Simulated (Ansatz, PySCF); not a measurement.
Bond stretch in O2 (anion, charge -1), doublet.

UKS-PBE = Ansatz (a first-principles code) with unrestricted PBE/aug-cc-pVDZ; UKS-M06-2X = PySCF 2.14.0 with unrestricted M06-2X/aug-cc-pVDZ; UCCSD(T) = PySCF 2.14.0 with CCSD(T) on UHF/aug-cc-pVDZ, 2 core orbitals frozen.

Energies relative to the lowest point of each curve near equilibrium, in kcal/mol; the last columns give the difference from UCCSD(T):

```tsv
R / Å	UKS-PBE	UKS-M06-2X	UCCSD(T)	UKS-PBE − UCCSD(T)	UKS-M06-2X − UCCSD(T)
1.06	74.4	68.8	79.1	-4.6	-10.3
1.13	36.2	30.9	38.9	-2.7	-8.0
1.19	16.9	12.6	18.6	-1.7	-6.0
1.26	4.8	2.3	5.7	-0.9	-3.4
1.28	2.9	1.0	3.6	-0.7	-2.6
1.33	0.3	0.0	0.6	-0.3	-0.6
1.36	0.0	0.7	0.0	0.0	0.7
1.40	0.7	2.9	0.4	0.4	2.6
```

UKS-PBE is furthest from UCCSD(T) at 1.06 (-4.6 kcal/mol, below); its mean absolute difference over the points is 1.4 kcal/mol.

UKS-M06-2X is furthest from UCCSD(T) at 1.06 (-10.3 kcal/mol, below); its mean absolute difference over the points is 4.3 kcal/mol.

The scan ran from 1.06 to 5.28 Å; beyond the distances shown one of the unrestricted levels run for this scan, shown here or not, changes its spin distribution in one step. Where the anion isn't bound against loss of the electron, the finite basis alone holds it.
